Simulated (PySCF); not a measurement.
H6AlO2Si2 (SMILES [SiH3][O][Al+][O][SiH3]), charge +1, singlet, at a GFN2-xTB geometry (such geometries of metal compounds can be far from the true shape). Base run: B3LYP/3-21G run with PySCF.

PySCF was given this input:
```python
from pyscf import gto, scf, dft

mol = gto.Mole()
mol.atom = '''
    Al    0.00000000   -0.00000000   -0.00000000
    O    -1.35076414    0.16845009    0.86244077
    Si   -2.81839043    0.35147375    1.79949611
    H    -2.60943543   -0.64800399    2.84364877
    H    -3.83169504    0.04015784    0.79492213
    H    -2.71613638    1.74982381    2.20819395
    O     1.35076414   -0.16845009   -0.86244077
    Si    2.81839043   -0.35147375   -1.79949611
    H     2.37190485   -1.27348421   -2.84037077
    H     3.72579932   -0.89679443   -0.79346074
    H     3.05956268    1.02830098   -2.21293335
'''
mol.basis = '3-21g'
mol.charge = 1
mol.verbose = 5
mol.build()

mf = dft.RKS(mol)
mf.xc = 'b3lyp'
mf.kernel()
```

Variants of this job, named by their change:

| change | E (Eh) | HOMO (eV) | HOMO-LUMO gap (eV) | core-seconds (rough) | outcome |
|---|---|---|---|---|---|
| base | -970.13472 | -12.73 | 5.20 | 6 | converged |
| functional = bp86 | -970.12295 | -11.65 | 3.48 | 8 | converged |
| functional = pw91,pw91 | -969.94694 | -11.61 | 3.38 | 7 | converged |
| functional = pbe0; dispersion = d3bjm | (withheld) | (withheld) | (withheld) | 5 | converged |
| functional = hse06 | -969.60749 | -12.57 | 4.94 | 10 | converged |
| functional = wb97x_v | - | - | - | - | cut at the time limit |
| functional = blyp | -970.02102 | -11.41 | 3.34 | 6 | converged |
| functional = bhandhlyp | -970.01933 | -14.32 | 7.95 | 6 | converged |
| functional = x3lyp | -969.95640 | -12.78 | 5.33 | 5 | converged |
| functional = scan | (withheld) | (withheld) | (withheld) | 20 | converged |
| functional = m06l | -970.05694 | -11.72 | 4.47 | 9 | converged |
| functional = tpss | -970.16744 | -11.74 | 3.76 | 10 | converged |
| functional = b3lyp5 | (withheld) | (withheld) | 5.20 | 5 | converged |

Question: What belongs in the gaps?

Answer: 
- functional = pbe0; dispersion = d3bjm, E (Eh): -969.56172
- functional = pbe0; dispersion = d3bjm, HOMO (eV): -12.98
- functional = pbe0; dispersion = d3bjm, HOMO-LUMO gap (eV): 5.74
- functional = scan, E (Eh): -970.03345
- functional = scan, HOMO (eV): -11.91
- functional = scan, HOMO-LUMO gap (eV): 4.01
- functional = b3lyp5, E (Eh): -969.89982
- functional = b3lyp5, HOMO (eV): -12.63

Absolute energies of different levels of theory aren't comparable as measures of quality.
